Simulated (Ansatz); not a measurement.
Z-matrix (Å, degrees):
```
C
O 1 1.407
H 1 1.096 2 111.7
H 1 1.097 2 111.7 3 121.4
H 1 1.092 2 108.4 3 -119.3
Si 2 1.652 1 122.7 3 -68.5
Si 6 2.347 2 110.3 1 71.9
N 6 1.704 2 112.1 1 -168.4
H 6 1.492 2 107.4 1 -50.1
H 7 1.491 6 110.0 2 78.1
H 7 1.490 6 111.5 2 -41.3
H 7 1.488 6 111.2 2 -162.0
H 8 1.007 6 120.9 2 72.5
H 8 1.007 6 120.8 2 -75.9
```

The species carries charge 0 and has multiplicity 1.

(1) List the PBE0/def2-TZVPP orbital energies in eV (Ansatz). (Best estimate.)

Results:

(1) Ansatz gave: Occupied: -1802.93, -1802.16, -522.48, -390.92, -279.37, -145.13, -144.55, -99.81, -99.80, -99.78, -99.20, -99.20, -99.19, -28.29, -23.86, -19.18, -15.60, -14.44, -13.86, -12.99, -12.69, -12.51, -10.62, -9.67, -9.64, -9.09, -8.70, -7.86, -7.42. Lowest empty: 0.08, 0.47, 1.16, 1.34, 1.63, 1.84, 2.42, 2.61.
